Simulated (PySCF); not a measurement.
Potential energy curve for CN (anion, charge -1), singlet. Each curve is given relative to its own lowest point near equilibrium.

```
R / Å       A       B      C
-----  ------  ------  -----
0.88    990.8  1046.3  973.0
0.93    610.4   646.7  593.4
0.99    308.8   327.8  294.3
1.05    129.3   136.6  118.4
1.11     35.4    36.2   29.0
1.14     12.0    11.5    8.3
1.17      1.0     0.2    0.0
1.20      0.0     0.0    2.0
1.24     11.4    13.8   17.6
1.28     34.0    39.0   44.7
1.36    102.5    97.3  122.8
1.44    188.8   218.7  219.6
1.56    330.1   349.5  377.8
1.76    556.6   509.3  599.1
1.92    713.1   592.9  711.3
2.13    882.4   663.2  804.2
2.32   1003.8   697.1  854.4
2.56   1121.4   721.4  892.2
2.83   1217.1   737.2  919.4
3.14   1292.6   747.5  940.5
3.48   1346.6   753.9  955.9
4.09   1386.9       —  971.9
4.70   1391.0       —  980.1
```

Energies in kJ/mol.

Task: Assign the columns to these levels of theory: PySCF with restricted TPSSh/aug-cc-pVDZ; unrestricted Hartree-Fock/LANL2DZ in PySCF 2.14.0; unrestricted M06-2X/aug-cc-pVDZ (PySCF 2.14.0).

Result: A is RKS-TPSSh; B is UHF/LANL2DZ; C is UKS-M06-2X.

Dashes: no converged value, or the column stops at the first point that the program doubted or that broke a chosen test of continuity, which isn't proof of a fault.

The unrestricted solution behind UHF/LANL2DZ changes between 1.56 and 1.76 Å and between 3.48 and 4.09 Å, which can leave a kink. The unrestricted determinant behind UHF/LANL2DZ is spin-contaminated at 1.28 to 4.70 Å (<S²> up to 3.0, against 0.00 for a pure singlet). Where the anion isn't bound against loss of the electron, the finite basis alone holds it. At the longest distance RKS-TPSSh, UKS-M06-2X leaves fractional charges on the fragments, a sign of delocalisation error or of the restricted form. The restricted form behind RKS-TPSSh keeps the bonding electrons paired and can't separate into open-shell fragments. The unrestricted solution behind UKS-M06-2X changes between 1.76 and 1.92 Å and between 1.92 and 2.13 Å, which can leave a kink. The unrestricted determinant behind UKS-M06-2X is spin-contaminated at 1.76 to 4.70 Å (<S²> up to 2.9, against 0.00 for a pure singlet).
